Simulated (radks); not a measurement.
Coulomb parameter of the 4d shell of neutral palladium in the model configuration [Kr] 4d8 5p2, as a second difference U = [E(n + 0.25) + E(n - 0.25) - 2 E(n)] / (0.25)^2 with all orbitals relaxed. "Bare": the charge of the atom changes with n. "Screened": the 5p shell takes up the change at fixed total charge, which measures U(4d,4d) + U(5p,5p) - 2 U(4d,5p). Calculated with a radial shooting solver on a logarithmic mesh with Libxc functionals: Dirac Kohn-Sham, PBE, spin-unpolarised, spherical densities, finite nucleus; open shells are shared between the two j in proportion to 2j + 1; Fermi nuclear charge, rms radius 4.5318 fm.

case,configuration,E - E(n) (eV)
start,[Kr] 4d8 5p2,0.000
bare +0.25,[Kr] 4d8.25 5p2,-2.909
bare -0.25,[Kr] 4d7.75 5p2,3.530
screened +0.25,[Kr] 4d8.25 5p1.75,-2.419
screened -0.25,[Kr] 4d7.75 5p2.25,2.627

U(bare) = 9.927 eV, U(screened by 5p) = 3.327 eV. The step up makes a negative ion, whose loosely bound charge lowers the bare value.
